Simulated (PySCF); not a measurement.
**H4Ge, SMILES `[GeH4]` (charge 0, multiplicity 1)**

These are r2SCAN-D4/def2-TZVP (PySCF) values and carry that method's errors.

```
Property                             Result
-------------  ----------------------------
HOMO                               -8.71 eV
dipole moment                        0.00 D
LUMO                                0.77 eV
HOMO–LUMO gap                       9.48 eV
total energy                   -56582.64 eV
cost           very roughly 40 core-seconds
```

Bond lengths (Å): Ge1–H2 1.530, Ge1–H3 1.530, Ge1–H4 1.530, Ge1–H5 1.530. Bond angles (°): H2–Ge1–H3 109.5, H2–Ge1–H4 109.5, H2–Ge1–H5 109.5, H3–Ge1–H4 109.5, H3–Ge1–H5 109.5, H4–Ge1–H5 109.5.
